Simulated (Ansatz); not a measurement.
`CNC1C[SiH2]1` → `[CH2]` (triplet) + `NC1C[SiH2]1` at 600 K and 1 bar (formal loss of a carbene).

Computed with Ansatz on PBE0-D4/def2-TZVP structures; ΔE is electronic, products minus reactants. CCSD(T)/CBS adds triple-zeta CCSD(T) − MP2 to the extrapolated MP2 energy (def2 sets, frozen cores). This one scheme is used for every species. Triplets are unrestricted, without spin–orbit coupling. Each species was taken in one conformer, which may not be the lowest.

```
          species  CCSD(T)/CBS energy (Eh)  H − E (kJ/mol)  S (J/(mol·K))
   `CNC1C[SiH2]1`               -463.29493           369.4          436.0
`[CH2]` (triplet)                -39.09499            66.5          220.8
    `NC1C[SiH2]1`               -424.04371           283.6          386.4
```

H − E and S are ideal-gas, rigid-rotor, harmonic terms from PBE0-D4/def2-TZVP, for one conformer and one mirror image of each species, with the whole ground term of open shells counted as degenerate. 1 Eh = 2625.50 kJ/mol, R = 8.31446 J/(mol·K).

Question: By hand: ΔE, ΔH, ΔS and ΔG.

Answer: ΔE = (-39.09499) + (-424.04371) − (-463.29493) = 0.15623 Eh = 410.2 kJ/mol. Δ(H − E) = 66.5 + 283.6 − 369.4 = -19.3, so ΔH = 390.9 kJ/mol. ΔS = 220.8 + 386.4 − 436.0 = 171.2 J/(mol·K). ΔG = 390.9 − 600 × (171.2)/1000 = 288.2 kJ/mol.

Question: By hand: the equilibrium constant, and the temperature at which ΔG would vanish if ΔH and ΔS stayed fixed.

Answer: log₁₀ K = −ΔG/(RT ln 10) = -25.1. ΔG = 0 at ΔH/ΔS = 2283 K.

The number of gas molecules changes by +1, which sets the sign of ΔS. A doubt of 5 kJ/mol in ΔE shifts log₁₀ K by 0.4 here. Other conformers and mirror images would add mixing entropy, several J/(mol·K) or more a flexible species. A triplet takes part, so the spin changes. These are equilibria of isolated gas molecules and say nothing of rates. Largest T1 diagnostic: 0.011 (customary marks: 0.02 for closed shells, 0.045 for open ones).
